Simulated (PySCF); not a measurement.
HfOBr2, SMILES [Hf]([Br])(=[O])[Br], multiplicity 1. Atoms are numbered in the order given.

```xyz
4

Hf    -0.1866     0.5193     0.0000
O      0.7840     1.9808     0.0000
Br     0.1023    -0.7605    -2.1652
Br     0.1023    -0.7605     2.1652
```

Geometry optimised at B3LYP-D3(BJ)/def2-SVP. The multiplicity is an assumed one; other spin states were not compared. The def2 effective core potentials stand for the cores of Hf; spin–orbit coupling is left out.

Method: PBE/def2-TZVPD (PySCF).

Isolated molecule, no solvent.

| Property | Value |
|---|---|
| total energy | -5270.95368 hartree |
| point group | Cs |
| highest occupied level | -7.19 eV |
| lowest empty level | -4.32 eV |
| orbital gap | 2.87 eV |
| dipole moment | 4.02 D |
| quadrupole, principal values (traceless, Buckingham form, about the centre of nuclear charge) | -10.86, -4.40, 15.25 D·Å |
| mean static polarisability | 89.6 bohr³ (13.27 Å³) |
| polarisability, principal values | 66.0, 89.7, 113.0 bohr³ |
